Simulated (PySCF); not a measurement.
**Dipole response of Sc (scandium, neutral)**

[Ar] 3d1 4s2, 2D determinant. Computed with PySCF 2.14 in aug-cc-pVQZ-DK, with scalar relativity by spin-free X2C-1e. Coupled (time-dependent) response in atomic units; α is the mean over directions.

| method | mean α (bohr³) | α xx, yy, zz | C₆ (like pair) | S(−4) |
| --- | --- | --- | --- | --- |
| PBE0 | 128.2 | 124.4, 124.4, 135.9 | 1621 | 8582 |

S(−4) is the Cauchy moment in α(ω) = α(0) + S(−4) ω² + …

Reference α: 97 ± 10 bohr³ (recommended; Schwerdtfeger and Nagle, table of static dipole polarizabilities (2023 update)). Published C₆: 1383 (Chu and Dalgarno (2004); Tang, Norbeck and Certain (1976)).

α(iu) at PBE0:

```tsv
u (hartree)	α(iu) (bohr³)
0	128.2
0.0500	110.4
0.100	79.19
0.200	39.08
0.300	22.50
0.500	10.77
0.750	6.107
1.00	4.137
1.50	2.374
2.00	1.563
3.00	0.8243
5.00	0.3434
```

The components differ because the open shell of this determinant is not spherical; for a pure term their mean is the scalar polarisability.

⟨S²⟩ = 0.84 against 0.75 shows spin contamination.
